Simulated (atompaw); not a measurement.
## Building the PAW (atompaw) potential for C (Z = 6) (LDA (PW92), scalar-relativistic).

C (Z = 6), PAW, made with atompaw 4.2.0.5 (LDA (PW92), scalar-relativistic). Core [He], reference 2s2 2p1 (charge +1). Waves: 2s (bound): rc 1.70 bohr; 2s channel at 1.45 Ry: rc 1.70 bohr; 2p (bound): rc 1.70 bohr; 2p channel at -0.2 Ry: rc 1.70 bohr. Local part: troulliermartins scheme with l = 2 at 0 Ry, radius 1.20 bohr. Core correction: smooth core density matched at 1.05 bohr. Augmentation charge: gaussian compensation charge, radius 1.50 bohr; PAW radius 1.70 bohr; waves and projectors: custom rrkj vanderbiltortho.

All-electron outer shells of the reference configuration (LDA (PW92), scalar-relativistic, ld1.x):

```csv
shell,level (eV),outermost node (bohr),outermost maximum (bohr)
2s,-25.60,0.38,1.17
2p,-17.12,–,1.10
```

Calculated quality:

* Cutoffs needed: 21 Ry and 25 Ry (the cutoffs (Ry, on a coarse ladder) from which the occupation-weighted sum of valence levels, in a spherical-Bessel basis at the reference potential, stays within 10 and 1 mRy of its value at 400 Ry)
* Ghost test: no extra level below or beside the all-electron valence levels (s, p, d, f tested) (spherical-Bessel basis up to 400 Ry, 20 bohr box)
* Lowest eigenvalue of the overlap operator: 0.48 (s channel)
* Overlap eigenvalues printed by atompaw (projector basis): 0.113, 0.174, 6.61, 1.11e+03
* Warning: the pseudo core plus compensation charge is negative at some radii, so no UPF file was written
* Share of each valence orbital outside the PAW sphere: 2s 31 %, 2p 33 %

Generation and tests took about 0.39 s on one core of a shared server CPU.
